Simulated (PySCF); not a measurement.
Zn(Br)(SiH3) (BrH₃SiZn), SMILES [Zn]([Br])[SiH3].

Coordinates come from a PBE-D3(BJ)/def2-SVP optimisation. The structure was generated by enumeration; whether it is a known compound was not checked.

Method: PBE/def2-TZVPD in PySCF.

Gas-phase values at a fixed geometry.

Computed frontier levels, gap, dipole moment and polarisability:
```yaml
highest_occupied_level: -7.04 eV
lowest_empty_level: -1.93 eV
orbital_gap: 5.11 eV
dipole_moment: 1.94 D
quadrupole, principal values (traceless, Buckingham form, about the centre of nuclear charge): -5.01, 2.50, 2.50 D·Å
mean_static_polarisability: 87.5 bohr³ (12.96 Å³)
polarisability_principal_values: 67.7, 67.7, 126.9 bohr³
```
